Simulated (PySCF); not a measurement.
**C₆ coefficients of unlike pairs at revPBE**

Calculated with PySCF 2.14 from the dipole response of each species, C₆(A,B) = (3/π) ∫ α_A(iu) α_B(iu) du, in atomic units, from isotropic polarisabilities. For ions this is the dispersion term alone; charge-induced terms of lower order in 1/R come first.

| species | configuration | basis | relativity | α (bohr³) | C₆ (like pair) |
| --- | --- | --- | --- | --- | --- |
| Re²⁺ | [Xe] 4f14 5d5 (6S) | aug-cc-pVTZ-PP with one added diffuse shell each of s, p, d, f, g type with ECP60MDF (7s7p6d4f3g) | core potential | 12.39 | 76.62 |
| Ar³⁺ | [Ne] 3s2 3p3 (4S) | x2c-TZVPPall with one added diffuse shell each of s, p, d type (6s6p4d1f) | spin-free X2C | 3.594 | 9.772 |
| Rh | [Kr] 4d8 5s1 (4F) | aug-cc-pVTZ-PP with one added diffuse shell each of s, p, d, f, g type with ECP28MDF (7s7p6d4f3g) | core potential | 55.16 | 494.7 |

Task: Estimate C₆ for Rh with Ar³⁺.

Result: The integral gives 59.18. The combination rule 2 C_A C_B / (C_A α_B/α_A + C_B α_A/α_B) gives 53.06 and the geometric mean 69.53.

No spin-orbit coupling is included.

The other pairs:

| pair | C₆ |
| --- | --- |
| Rh, Re²⁺ | 177.1 |
| Ar³⁺, Re²⁺ | 27.12 |
